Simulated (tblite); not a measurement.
C₂H₈B₂ClP.
Bonds: B1–P2, P2–B3, B3–Cl4, B3–C5, C5–C6. Hydrogens: H7, H8 on B1; H9 on P2; H10, H11 on C5; H12, H13, H14 on C6.

Computed with GFN2-xTB (tblite), gas phase: L-BFGS steps from a force-field or distance-geometry start until the largest atomic force falls under 0.01 eV/Å.

Step 21: E = -487.2796 eV
```
atom  x, y, z in Å  |  force x, y, z in eV/Å
B1      2.9266    0.1256   -0.2128    0.127   0.014   0.030
P2      1.7322   -0.4513    1.0414    0.029   0.045   0.068
B3      0.1890   -0.7128    0.0075    0.133   0.085   0.021
Cl4     0.0439   -2.1171   -0.9375    0.011  -0.086  -0.078
C5     -0.9171    0.4166   -0.0015   -0.118   0.028   0.090
C6     -2.3632   -0.0750   -0.1196   -0.189  -0.002  -0.016
H7      3.5029    1.1192   -0.0042    0.066  -0.002  -0.036
H8      3.1577   -0.5215   -1.1565   -0.027  -0.040  -0.013
H9      1.4352    0.7034    1.7540   -0.026  -0.099  -0.085
H10    -0.7003    1.0870   -0.8440   -0.074   0.016   0.101
H11    -0.8201    1.0244    0.9030   -0.043   0.056  -0.017
H12    -2.5256   -0.9502    0.5092   -0.005   0.105  -0.011
H13    -3.0665    0.7015    0.1828    0.076  -0.040  -0.020
H14    -2.5955   -0.3502   -1.1442    0.038  -0.079  -0.035
```

Step 22: E = -487.2841 eV
```
atom  x, y, z in Å  |  force x, y, z in eV/Å
B1      2.9296    0.1293   -0.2136    0.129  -0.023   0.043
P2      1.7299   -0.4413    1.0361    0.070   0.023   0.102
B3      0.1928   -0.7095    0.0061    0.036   0.025  -0.086
Cl4     0.0439   -2.1133   -0.9452    0.032  -0.054  -0.047
C5     -0.9177    0.4157    0.0000   -0.130   0.017   0.070
C6     -2.3641   -0.0760   -0.1200   -0.102  -0.012  -0.035
H7      3.5248    1.1101   -0.0022    0.059   0.016  -0.040
H8      3.1470   -0.5270   -1.1531   -0.001  -0.030  -0.043
H9      1.4218    0.7098    1.7449   -0.010  -0.061  -0.052
H10    -0.7012    1.0981   -0.8334   -0.081  -0.009   0.098
H11    -0.8193    1.0106    0.9106   -0.063   0.113   0.037
H12    -2.5269   -0.9436    0.5154   -0.013   0.039   0.034
H13    -3.0684    0.6995    0.1730    0.036   0.033  -0.002
H14    -2.5930   -0.3628   -1.1409    0.039  -0.076  -0.080
```

Step 23: E = -487.2880 eV
```
atom  x, y, z in Å  |  force x, y, z in eV/Å
B1      2.9344    0.1317   -0.2135    0.116  -0.063   0.047
P2      1.7295   -0.4332    1.0335    0.084  -0.014   0.078
B3      0.1972   -0.7057    0.0028   -0.053  -0.022  -0.147
Cl4     0.0449   -2.1110   -0.9526    0.050  -0.004  -0.011
C5     -0.9202    0.4153    0.0029   -0.092  -0.005   0.046
C6     -2.3665   -0.0774   -0.1209    0.004  -0.022  -0.045
H7      3.5446    1.1022   -0.0001    0.054   0.023  -0.048
H8      3.1370   -0.5322   -1.1513    0.023  -0.009  -0.047
H9      1.4095    0.7153    1.7344    0.003  -0.005  -0.006
H10    -0.7038    1.1077   -0.8222   -0.086  -0.020   0.082
H11    -0.8196    1.0009    0.9181   -0.088   0.133   0.070
H12    -2.5283   -0.9373    0.5215   -0.030  -0.022   0.069
H13    -3.0694    0.6986    0.1646   -0.021   0.091   0.002
H14    -2.5899   -0.3753   -1.1395    0.035  -0.063  -0.091
```

Step 24: E = -487.2921 eV
```
atom  x, y, z in Å  |  force x, y, z in eV/Å
B1      2.9423    0.1333   -0.2126    0.088  -0.099   0.044
P2      1.7309   -0.4256    1.0322    0.060  -0.057   0.011
B3      0.2009   -0.7018   -0.0026   -0.104  -0.046  -0.152
Cl4     0.0469   -2.1088   -0.9604    0.062   0.048   0.020
C5     -0.9244    0.4149    0.0071   -0.026  -0.025   0.025
C6     -2.3699   -0.0793   -0.1228    0.089  -0.029  -0.035
H7      3.5663    1.0950    0.0004    0.045   0.018  -0.054
H8      3.1274   -0.5380   -1.1501    0.050   0.020  -0.035
H9      1.3970    0.7202    1.7239    0.020   0.057   0.042
H10    -0.7084    1.1173   -0.8091   -0.086  -0.021   0.054
H11    -0.8222    0.9936    0.9268   -0.113   0.119   0.081
H12    -2.5308   -0.9309    0.5289   -0.051  -0.063   0.080
H13    -3.0706    0.6991    0.1558   -0.066   0.116  -0.015
H14    -2.5861   -0.3894   -1.1398    0.031  -0.039  -0.066
```

Question: Estimate the geometry and energy of step 25. (The exact step hangs on the optimiser's Hessian estimate; all steps are aligned on step 24, rigid shifts and turns removed.)

Answer: E = -487.2965 eV, largest force 0.163 eV/Å
```
atom  x, y, z in Å  |  force x, y, z in eV/Å
B1      2.9538    0.1336   -0.2106    0.045  -0.117   0.033
P2      1.7341   -0.4188    1.0307    0.003  -0.087  -0.069
B3      0.2029   -0.6983   -0.0094   -0.099  -0.032  -0.100
Cl4     0.0498   -2.1058   -0.9683    0.065   0.082   0.033
C5     -0.9297    0.4145    0.0123    0.035  -0.032   0.014
C6     -2.3737   -0.0817   -0.1253    0.117  -0.027   0.001
H7      3.5892    1.0895   -0.0029    0.031   0.000  -0.051
H8      3.1202   -0.5441   -1.1485    0.079   0.044  -0.020
H9      1.3860    0.7232    1.7170    0.042   0.101   0.072
H10    -0.7152    1.1259   -0.7953   -0.078  -0.015   0.016
H11    -0.8282    0.9894    0.9357   -0.127   0.073   0.071
H12    -2.5350   -0.9250    0.5374   -0.068  -0.072   0.060
H13    -3.0730    0.7012    0.1464   -0.075   0.090  -0.054
H14    -2.5819   -0.4041   -1.1415    0.029  -0.008  -0.007
```

The energy changes by -0.0043 eV. The first-order estimate −F·Δx gives -0.0060 eV and the mean of the old and new forces, exact on a quadratic surface, -0.0043 eV. The step makes an angle of 72° with the force vector and moves no atom by more than 0.024 Å.

The cost below is that of the whole relaxation. The run took 0.94 s on one thread of an Arm Neoverse N1, no GPU, on a shared host.
